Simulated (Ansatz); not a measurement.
One change: `C=CCC#N` becomes `C=C[CH2][GaH][Cl]`.

Ansatz, PBE0-D4/def2-TZVP geometries, multiplicity 1. Each molecule was computed in one conformer, which needn't be the lowest.

Scalar relativity is left out up to krypton.

```json
{"property": "HOMO–LUMO gap (PBE0/def2-TZVPP) / eV", "`C=CCC#N`": "7.92"}
{"property": "HOMO energy (PBE/def2-TZVPP) / eV", "`C=CCC#N`": "-6.97"}
{"property": "LUMO energy (PBE0/def2-TZVPP) / eV", "`C=CCC#N`": "-0.21"}
{"property": "HOMO energy (B3LYP/def2-TZVPP) / eV", "`C=CCC#N`": "-7.89"}
{"property": "HOMO energy (PBE0/def2-TZVPP) / eV", "`C=CCC#N`": "-8.12"}
{"property": "HOMO–LUMO gap (PBE/def2-TZVPP) / eV", "`C=CCC#N`": "5.71"}
```

(1) What does the change do to each property? (Best estimate.)

## Answers

(1) Ansatz gave: 
| property | `C=C[CH2][GaH][Cl]` | shift |
| --- | --- | --- |
| HOMO–LUMO gap (PBE0/def2-TZVPP) / eV | 5.69 | -2.23 |
| HOMO energy (PBE/def2-TZVPP) / eV | -6.02 | 0.95 |
| LUMO energy (PBE0/def2-TZVPP) / eV | -1.37 | -1.16 |
| HOMO energy (B3LYP/def2-TZVPP) / eV | -6.86 | 1.03 |
| HOMO energy (PBE0/def2-TZVPP) / eV | -7.06 | 1.06 |
| HOMO–LUMO gap (PBE/def2-TZVPP) / eV | 3.85 | -1.86 |

With PBE0 the HOMO rises by 1.06 eV and the LUMO falls by 1.16 eV, so the gap narrows by about 2.22 eV. PBE moves the HOMO by 0.95 eV and ωB97M-V by 1.21 eV.

B3LYP here is the variant with VWN-RPA as its local correlation; programs differ in this.
